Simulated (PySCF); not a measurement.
MK cations for M along group 15

CCSD(T) with double-zeta basis sets in PySCF, for the lowest determinant that a PBE0 search found; no spin–orbit coupling. De refers to high-spin ground-configuration atoms (the charge goes to the atom of lower measured ionisation energy or higher electron affinity, which is not always the lowest computed limit).

```csv
M,basis,"reference, frozen orbitals",charged atom,state (unpaired electrons),Re (Å),ωe (cm⁻¹),De (eV)
N,"6-31G(d,p)","UHF, 6",K+,"quartet (σ ↑, π ↑↑)",3.199,85.5,0.10
P,def2-SVP,"UHF, 10",K+,"quartet (σ ↑, π ↑↑)",3.647,80.8,0.16
As,pcseg-1,"UHF, 14",K+,"quartet (σ ↑, π ↑↑)",3.732,65.3,0.15
Sb,x2c-SVPall,"UHF, 23",K+,"quartet (σ ↑, π ↑↑)",3.866,67.1,0.23
Bi,def2-SVP,"UHF, 9",K+,"quartet (σ ↑, π ↑↑)",4.010,55.4,n/a
```

The shortest bond is that of KN⁺ (3.199 Å), the longest that of KBi⁺ (4.010 Å).

The rows differ in basis set, which adds steps of its own.

Down a group the atoms grow and get heavier, so bonds lengthen and wavenumbers fall; the exceptions here are the higher wavenumber at Sb.

Correlated steps freeze the inner cores (6 to 23 orbitals); shallow outer-core shells are correlated. Weak bonds: KAs⁺, KN⁺, KP⁺, KSb⁺. Basis-set superposition, not corrected here, can be much of De in a small basis, most of all at correlated wavefunction levels. These are scalar-relativistic numbers at best; spin–orbit coupling would shift them, the dissociation energy most. For an ion De counts to the pair picked by the measured ionisation energies or electron affinities, which need not be the lowest pair at this level. States were picked by a PBE0 search and need not be the measured ground states.
